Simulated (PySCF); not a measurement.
# Basis and Hamiltonian dependence of the excitation energy of Mg

Mg [Ne] 3s2 (1S) → Mg [Ne] 3d2 (3F). All values are computed (PySCF 2.14, energy differences of UHF-based or UKS calculations, no spin-orbit coupling). Values in eV.

| basis | Hamiltonian | functions | UHF | r2SCAN | PBE0 | MP2 (valence) | CCSD(T) (valence) | CCSD(T) (valence and next inner shell) |
| --- | --- | --- | --- | --- | --- | --- | --- | --- |
| aug-cc-pVDZ-DK | spin-free X2C | 27 | 14.040 | 13.819 | 14.025 | 14.623 | 14.925 | n/a |
| aug-cc-pVDZ | non-relativistic | 27 | 14.045 | 13.813 | 14.018 | 14.629 | 14.932 | n/a |
| aug-cc-pCVDZ | non-relativistic | 36 | 13.993 | 13.771 | 13.974 | 14.579 | 14.881 | 14.975 |
| x2c-TZVPPall with one added diffuse shell each of s, p, d type | spin-free X2C | 41 | 13.114 | 13.240 | 13.427 | 13.685 | n/a | n/a |
| aug-cc-pVTZ | non-relativistic | 50 | 13.382 | 13.348 | 13.538 | 13.912 | 13.931 | n/a |
| def2-QZVPPD | non-relativistic | 63 | 13.572 | 13.457 | 13.636 | 14.153 | 14.382 | 14.665 |
| aug-cc-pVTZ with one added diffuse shell each of s, p, d, f type | non-relativistic | 66 | 13.042 | 13.175 | 13.355 | 13.559 | 13.836 | n/a |
| aug-cc-pCVTZ | non-relativistic | 75 | 13.430 | 13.365 | 13.544 | 13.966 | 14.027 | 14.264 |
| x2c-QZVPPall with one added diffuse shell each of s, p, d, f type | spin-free X2C | 82 | 13.081 | 13.201 | 13.363 | 13.672 | n/a | n/a |
| aug-cc-pVQZ with one added diffuse shell each of s, p, d, f, g type | non-relativistic | 109 | 13.019 | 13.098 | 13.291 | 13.555 | n/a | n/a |
| dyall-av3z | spin-free X2C | 117 | 14.357 | 14.088 | 14.268 | 14.856 | n/a | n/a |
| dyall-acv3z | spin-free X2C | 122 | 14.357 | 14.088 | 14.268 | 14.856 | n/a | n/a |
| aug-cc-pV5Z | non-relativistic | 131 | 13.176 | 13.152 | 13.355 | 13.716 | n/a | n/a |

Task: Estimate the row for aug-cc-pCVTZ-DK with one added diffuse shell each of s, p, d, f type (spin-free X2C, 91 functions).

Result: From the rows with the same Hamiltonian and similar size; the calculation gives UHF 13.05; r2SCAN 13.18; PBE0 13.35; MP2 (valence) 13.57 (eV).

Frozen in the all-electron rows: valence: [Ne]; valence and next inner shell: 1s2.

At UHF, aug-cc-pVDZ-DK, aug-cc-pVDZ, aug-cc-pCVDZ, x2c-TZVPPall with one added diffuse shell each of s, p, d type, aug-cc-pVTZ with one added diffuse shell each of s, p, d, f type, x2c-QZVPPall with one added diffuse shell each of s, p, d, f type, aug-cc-pCVTZ-DK with one added diffuse shell each of s, p, d, f type, aug-cc-pVQZ with one added diffuse shell each of s, p, d, f, g type, dyall-av3z, dyall-acv3z lie more than 0.3 eV from the median of the rows with comparable relativity.

The upper state lies above the first ionisation limit, where it may autoionise and the basis confines it.
